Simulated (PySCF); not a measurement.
Computed shifts of a molecule C3H5Cl, PySCF with B3LYP/pcSseg-1, GIAO, gas phase, equivalent atoms averaged, in ppm (number of nuclei): ¹³C: 161.5 (1), 123.4 (1), 32.8 (1). ¹H: 5.77 (2), 2.57 (3). References: ¹³C against TMS (σ = 181.3 ppm); ³⁵Cl against HCl (σ = 933.3 ppm); ¹H against TMS (σ = 31.68 ppm), references at their B3LYP-D3(BJ)/def2-TZVP geometries, non-relativistic (without spin–orbit terms, shifts of atoms bonded to Cl or Br come out too high). Geometry: PBE-D3(BJ)/def2-SVP. The values are those of a single conformer.

### Question
Which structure fits?
(A) C/C=C\Cl
(B) ClC1CC1
(C) C=C(C)Cl

### Answer
C, C=C(C)Cl
